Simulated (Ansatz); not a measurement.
```yaml
crystal:
  periodic: [false, false, false]
  atoms:
    - {symbol: C, position_ang: [0.532404, 2.042793, -0.442274]}
    - {symbol: O, position_ang: [-0.077018, 0.911895, 0.140465]}
    - {symbol: Si, position_ang: [0.139191, -0.610330, -0.261428]}
    - {symbol: C, position_ang: [-0.841681, -1.722215, 0.909661]}
    - {symbol: F, position_ang: [-0.370198, -0.853298, -1.803018]}
    - {symbol: H, position_ang: [0.437663, 2.868101, 0.204024]}
    - {symbol: H, position_ang: [1.651395, 1.758110, -0.551635]}
    - {symbol: H, position_ang: [0.124208, 2.233452, -1.428967]}
    - {symbol: H, position_ang: [1.578483, -0.924351, -0.270488]}
    - {symbol: H, position_ang: [-1.903882, -1.433654, 0.941025]}
    - {symbol: H, position_ang: [-0.550853, -1.524720, 1.980466]}
    - {symbol: H, position_ang: [-0.811848, -2.747614, 0.665517]}
basis:
  gaussian: {orbitals: cc-pVTZ-DK}
magnetization: {spin_polarized: true, initial_magnetization: 2}
hamiltonian: {xc: {name: B3LYP-D3}, dispersion: d3bj}
output: {forces: true}
```

```sh
$ ansatz run in.yaml --threads 4 --pin off --events-out ev --progress --plain --max-ram 10444MiB
```

**Question.** How does Ansatz answer? (Best estimate.)

**Answer.** Computed: The program refused the input.
```
Error: YAML parse error: error: line 19 column 19: hamiltonian.xc: no functional is named "B3LYP-D3"; the names, which are not case-sensitive, are SVWN5, SPW92, PBE, PBE0, PBEsol, revPBE, revPBE0, RPBE, rPW86-PBE, HSE06, wPBEh, LC-wPBE, HISS, HF, BLYP, B3LYP, B3LYP5, BHLYP, CAM-B3LYP, r2SCAN, r2SCANh, r2SCAN0, r2SCAN50, m-r2SCAN, B97, wB97, wB97X, wB97X-V, B97M-V, wB97M-V, B2PLYP, B2GP-PLYP, PBE0-DH, PBE-QIDH
17 |   gaussian: {orbitals: cc-pVTZ-DK}
18 | magnetization: {spin_polarized: true, initial_magnetization: 2}
19 | hamiltonian: {xc: {name: B3LYP-D3}, dispersion: d3bj}
20 | output: {forces: true}
```

HSE06 is defined as in plane-wave codes.
